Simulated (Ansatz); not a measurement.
Basis-set extrapolation for C3H9MgN (`C[CH](C)[Mg][NH2]`) (PBE0-D4/def2-TZVP geometry, frozen core, the Gaussian-basis code of Ansatz). Multiplicity 1, RHF reference. For Mg the program correlates outer-core shells too, which these sets cover unevenly, so the extrapolated numbers aren't a true limit.

```csv
,def2-TZVPP,def2-QZVPP
HF,-372.963724,-372.981206
MP2 correlation,-0.961041,-1.051167
CCSD(T) correlation,-1.044115,not run
```

Energies in hartree. Use E(X) = E(∞) + A·exp(−7.88·√X) for Hartree–Fock and E(X) = E(∞) + B·X^(−2.97) for correlation, with X = 3 and 4, and add CCSD(T) minus MP2 of the smaller set to the MP2 limit.

Q: What is the CCSD(T) energy at the basis-set limit?

A: HF limit: -372.981206 + (-0.017482) × 0.13774 = -372.98361. MP2 limit: -1.051167 + (-0.090126) × 0.74074 = -1.11793. Higher-order term: -1.044115 − (-0.961041) = -0.08307. Total: -374.18461 hartree, 4.81 eV below CCSD(T)/def2-TZVPP.
